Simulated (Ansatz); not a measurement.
Relaxation of Ta2Si2 with RKS PBE0-D4/def2-SVP.

```sh
$ ansatz run in.yaml --threads 4 --pin off --events-out ev --progress --plain --max-ram 3916MiB
```

```yaml
crystal:
  periodic: [false, false, false]
  atoms:
    - {symbol: Ta, position_ang: [-1.475920, 1.543810, 0.113910]}
    - {symbol: Ta, position_ang: [1.193100, 0.994350, -2.080790]}
    - {symbol: Si, position_ang: [0.937480, -1.326790, 0.210410]}
    - {symbol: Si, position_ang: [-0.654650, -1.211370, 1.756470]}
basis:
  gaussian: {orbitals: def2-SVP}
hamiltonian: {xc: pbe0, dispersion: d4}
scf: {omitted_lower_state_checks: [starts]}
output: {orbitals: {seedname: orbitals}}
relax: {f_tol: 0.02, max_steps: 100}
```

Hardware: 4 threads of Arm Neoverse V1 on a shared host. Wall time 32 s.

Positions (Å) and forces (eV/Å) at steps 1, 2, 3, 4, 5, 6, 7, 8 of 8:

```xyz
4
step=1 energy=-18832.4292 eV
Ta   -1.476    1.544    0.114    2.483   -2.227   -0.516
Ta    1.193    0.994   -2.081   -1.664   -0.957    2.507
Si    0.937   -1.327    0.210   -0.319    1.978   -1.419
Si   -0.655   -1.211    1.756   -0.501    1.206   -0.572
4
step=2 energy=-18834.2673 eV
Ta   -1.333    1.415    0.085    3.468   -2.807   -1.050
Ta    1.096    0.949   -1.943   -2.412   -0.989    3.353
Si    0.914   -1.227    0.147   -0.519    2.373   -1.664
Si   -0.676   -1.136    1.711   -0.537    1.423   -0.640
4
step=3 energy=-18836.6360 eV
Ta   -1.186    1.294    0.042    4.483   -3.150   -1.688
Ta    0.994    0.908   -1.802   -3.236   -0.522    3.681
Si    0.888   -1.127    0.080   -0.669    2.259   -1.297
Si   -0.696   -1.075    1.680   -0.578    1.413   -0.695
4
step=4 energy=-18838.9566 eV
Ta   -1.033    1.185   -0.015    4.536   -2.827   -2.031
Ta    0.884    0.888   -1.675   -3.228   -0.079    3.279
Si    0.865   -1.047    0.033   -1.119    1.966   -0.570
Si   -0.717   -1.026    1.657   -0.189    0.940   -0.678
4
step=5 energy=-18840.2686 eV
Ta   -0.877    1.094   -0.089    0.596   -1.445    0.695
Ta    0.776    0.890   -1.570    0.247    0.238   -0.476
Si    0.832   -0.982    0.010   -0.955    0.721    0.353
Si   -0.731   -1.003    1.649    0.112    0.486   -0.573
4
step=6 energy=-18840.3566 eV
Ta   -0.799    0.929   -0.020   -0.763    1.282   -0.340
Ta    0.802    0.929   -1.633   -0.313   -0.325    0.584
Si    0.764   -0.901    0.011    1.002   -0.930   -0.174
Si   -0.767   -0.957    1.642    0.074   -0.027   -0.070
4
step=7 energy=-18840.4570 eV
Ta   -0.831    0.979   -0.028   -0.039    0.107   -0.044
Ta    0.784    0.905   -1.597   -0.037    0.073   -0.038
Si    0.800   -0.935    0.007    0.112   -0.159    0.038
Si   -0.753   -0.949    1.617   -0.036   -0.021    0.044
4
step=8 energy=-18840.4586 eV
Ta   -0.832    0.985   -0.030    0.013   -0.011    0.004
Ta    0.781    0.907   -1.598   -0.014    0.008   -0.001
Si    0.805   -0.941    0.010    0.012   -0.009    0.003
Si   -0.754   -0.951    1.618   -0.012    0.011   -0.005
```

In the def2 sets Ta takes a core potential; there is no spin–orbit coupling. The restricted singlet is unstable towards broken spin symmetry at other levels; at PBE0-D4/def2-SVP this wasn't settled. The structure comes from a short search, and lower isomers may exist.
